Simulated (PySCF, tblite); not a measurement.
Isomers of C3H7ClO3Si. Computed with GFN2-xTB (tblite): harmonic, unscaled wavenumbers at the GFN2-xTB geometry, gas phase. Against measured fundamentals such values can be off by several per cent, at times by over 20. Modes of hydrogen on silicon can be 10 to 20 % off. One conformer each.

Electronic energies: PBE0/pcSseg-1 single points on the GFN2-xTB geometries (PySCF, gas phase).

```
                SMILES  electronic energy, lowest = 0 (kJ/mol)
O[Si@H]1OC[C@H](Cl)CO1                                     0.0
     O=C(O)[SiH2]OCCCl                                   215.8
     COCC(=O)O[SiH2]Cl                                   116.8
```

Task: How do GFN2-xTB zero-point energies change the relative energies?

Result: 
```json
{"SMILES": "O[Si@H]1OC[C@H](Cl)CO1", "ZPE (kJ/mol)": "275.4", "of it from modes above 1550 cm⁻¹": "123.8", "electronic (kJ/mol)": "0.0", "with ZPE, lowest = 0 (kJ/mol)": "0.0", "lowest mode (cm⁻¹)": "74", "rings": "1"}
{"SMILES": "COCC(=O)O[SiH2]Cl", "ZPE (kJ/mol)": "262.0", "of it from modes above 1550 cm⁻¹": "126.6", "electronic (kJ/mol)": "116.8", "with ZPE, lowest = 0 (kJ/mol)": "103.4", "lowest mode (cm⁻¹)": "30", "rings": "0"}
{"SMILES": "O=C(O)[SiH2]OCCCl", "ZPE (kJ/mol)": "261.9", "of it from modes above 1550 cm⁻¹": "129.0", "electronic (kJ/mol)": "215.8", "with ZPE, lowest = 0 (kJ/mol)": "202.4", "lowest mode (cm⁻¹)": "26", "rings": "0"}
```

The zero-point energies span 13.5 kJ/mol, from `O=C(O)[SiH2]OCCCl` to `O[Si@H]1OC[C@H](Cl)CO1`. The order is unchanged.

Task: And how do the electronic energies of GFN2-xTB itself compare?

Result: `O[Si@H]1OC[C@H](Cl)CO1` 0.0; `COCC(=O)O[SiH2]Cl` 146.4; `O=C(O)[SiH2]OCCCl` 288.4 kJ/mol, lowest = 0. Against the energies above, taken from the same isomer `O[Si@H]1OC[C@H](Cl)CO1`, the largest difference is 72.6 kJ/mol.

Task: What do entropy and thermal enthalpy add at 298.15 K and 1 bar (rigid rotor, harmonic oscillator, one conformer each)?

Result: 
```json
{"SMILES": "O[Si@H]1OC[C@H](Cl)CO1", "point group": "Cs", "symmetry number": "1", "S (J/(mol K))": "389.5", "H − H(0) (kJ/mol)": "26.13", "ZPE + H − H(0) − TS (kJ/mol)": "185.4"}
{"SMILES": "COCC(=O)O[SiH2]Cl", "point group": "C1", "symmetry number": "1", "S (J/(mol K))": "437.9", "H − H(0) (kJ/mol)": "30.10", "ZPE + H − H(0) − TS (kJ/mol)": "161.5"}
{"SMILES": "O=C(O)[SiH2]OCCCl", "point group": "C1", "symmetry number": "1", "S (J/(mol K))": "428.6", "H − H(0) (kJ/mol)": "29.25", "ZPE + H − H(0) − TS (kJ/mol)": "163.4"}
```
